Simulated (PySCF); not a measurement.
## How methods differ on the ionisation energy of Sb

Sb [Kr] 4d10 5s2 5p3 (4S) → Sb⁺ [Kr] 4d10 5s2 5p2 (3P), as a difference of total energies. Computed with PySCF 2.14 in aug-cc-pVTZ-DK3, with the spin-free X2C one-electron Hamiltonian (Gaussian nucleus). Correlated levels: valence: [Kr] 4d10 frozen. The calculations carry no spin-orbit coupling.

| method | ionisation energy (eV) | error (eV) |
| --- | --- | --- |
| UHF | 8.580 | -0.544 |
| LDA | 9.132 | +0.008 |
| PBE | 8.968 | -0.156 |
| PBE0 | 9.044 | -0.080 |
| r2SCAN | 9.163 | +0.039 |
| B3LYP | 8.941 | -0.183 |
| wB97X | 8.770 | -0.354 |
| B2PLYP | 8.888 | -0.236 |
| TPSSh | 9.011 | -0.113 |
| MP2 (valence) | 8.995 | -0.129 |
| SCS-MP2 (valence) | 8.869 | -0.255 |

Reference: 9.124 eV (measured; NIST levels, between the centres of gravity of the two terms).

Errors of the correlated levels include the incompleteness of this basis and the frozen core.
